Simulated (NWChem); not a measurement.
System: CH$_{3}$ClGeO, singlet; SMILES C[O][Ge][Cl]

Here is an NWChem input.

```
start job
memory heap 200 mb stack 900 mb global 1100 mb
geometry units angstroms noautosym nocenter noautoz
  Ge     0.829636    -0.122607    -0.000404
  Cl    -1.018698    -1.361655     0.000931
  O      0.133498     1.501803    -0.000320
  C     -1.183406     1.987185     0.000518
  H     -1.925492     1.171893     0.001245
  H     -1.343018     2.615879     0.892043
  H     -1.344322     2.615427    -0.891093
end
basis spherical
  * library pcsseg-1
end
dft
  xc bhlyp
  iterations 150
end
property
  shielding 6 1 2 3 4 5 6
  efieldgrad
end
task dft property
```

Low-valent species are run as closed-shell singlets; no triplet was tried in these runs. Geometry: optimised at PBE0/def2-SVP.

GIAO values for the isolated, static molecule; σ is the absolute isotropic shielding, δ = σ(reference) − σ with the isolated reference molecule computed at the same levels (13C: tetramethylsilane, 1H: tetramethylsilane, 17O: water).

Atoms are numbered as in the input.

Predict the main results of this run. (BHandHLYP/pcSseg-1, GIAO.) Quantities: σ Ge1 (ppm); σ Cl2 (ppm); δ O3 (ppm); δ C4 (ppm); δ H5 (rotor mean) (ppm).


```json
{
  "σ Ge1 (ppm)": "1129.0",
  "σ Cl2 (ppm)": "605.1",
  "δ O3 (ppm)": "226.1",
  "δ C4 (ppm)": "54.1",
  "δ H5 (rotor mean) (ppm)": "4.17"
}
```
